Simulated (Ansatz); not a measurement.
BOF3H2⁺, that is B(H2O)F3 with one electron fewer. The state is a doublet with charge 1. Geometry r2SCAN-D4/def2-SVP, that of the neutral singlet; atoms count from 1.

| atom | x (Å) | y (Å) | z (Å) |
| --- | --- | --- | --- |
| B1 | -0.279 | -0.483 | -0.501 |
| O2 | 0.321 | 0.386 | 0.936 |
| H3 | -0.196 | 1.207 | 0.978 |
| H4 | 1.230 | 0.652 | 0.724 |
| F5 | -0.601 | -1.687 | -0.014 |
| F6 | 0.827 | -0.413 | -1.281 |
| F7 | -1.302 | 0.337 | -0.842 |

Question: Estimate the Mulliken populations from the PBE0/def2-TZVP orbitals of Ansatz.

Answer: 
```json
{"atom": "B1", "charge (e)": "0.45", "spin (α − β)": "-0.08"}
{"atom": "O2", "charge (e)": "-0.25", "spin (α − β)": "0.26"}
{"atom": "H3", "charge (e)": "0.42", "spin (α − β)": "-0.01"}
{"atom": "H4", "charge (e)": "0.43", "spin (α − β)": "-0.01"}
{"atom": "F5", "charge (e)": "-0.01", "spin (α − β)": "0.27"}
{"atom": "F6", "charge (e)": "-0.03", "spin (α − β)": "0.25"}
{"atom": "F7", "charge (e)": "0.00", "spin (α − β)": "0.30"}
```
Mulliken values depend strongly on the basis.

Question: Where does the spin sit?

Answer: Summed by element: B -0.08, O 0.26, H -0.01, F 0.82, of 1 unpaired in all. Largest on single atoms: F7 0.30, F5 0.27, O2 0.26.

Question: And the Mayer bond orders between heavy atoms (over 0.3)?

Answer: B1–O2 0.55 (1.78 Å); B1–F5 1.17 (1.34 Å); B1–F6 1.13 (1.36 Å); B1–F7 1.11 (1.35 Å).
